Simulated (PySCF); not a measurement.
## `Cc1ccc2nccnc2c1`, C$_{9}$H$_{8}$N$_{2}$

Geometry (Å), atoms numbered from 1 in this order:
```xyz
19

C    -3.1520   -0.3533   -0.1364
C    -1.6867   -0.0520   -0.0438
C    -1.2605    1.2892    0.1814
C     0.0686    1.6178    0.2726
C     1.0596    0.6127    0.1427
N     2.3712    0.9383    0.2334
C     3.2304   -0.0411    0.1038
C     2.8234   -1.3828   -0.1209
N     1.5639   -1.7276   -0.2128
C     0.6484   -0.7356   -0.0831
C    -0.7324   -1.0389   -0.1719
H    -3.6161    0.1965   -0.9711
H    -3.3361   -1.4250   -0.2908
H    -3.6777   -0.0447    0.7814
H    -2.0187    2.0709    0.2828
H     0.4027    2.6427    0.4449
H     4.2975    0.2020    0.1739
H     3.5778   -2.1723   -0.2236
H    -1.0066   -2.0820   -0.3449
```

Level of theory: quadratic response CAM-B3LYP/aug-cc-pVDZ first hyperpolarisability, Taylor convention, gas phase (PySCF). Geometry: PBE0-D3(BJ)/def2-SVP.

(1) Give the tensor of the second harmonic β(−2ω;ω,ω) at 1064 nm in the axes of these coordinates.

Answers

(1) In au, Taylor convention; rows are the first index (the induced dipole):
|  | xx | yy | zz | xy | xz | yz |
| --- | --- | --- | --- | --- | --- | --- |
| x | -526.9 | -11.1 | +10.1 | +103.8 | +0.1 | +0.5 |
| y | +111.8 | +5.7 | -16.6 | -21.8 | -1.4 | +5.7 |
| z | +1.3 | +6.2 | -7.3 | -1.6 | +12.1 | -17.9 |

Norm of βᵢ = ⅓ Σⱼ (βᵢⱼⱼ + βⱼᵢⱼ + βⱼⱼᵢ): 542.0 au, hyper-Rayleigh value 228.3 au.
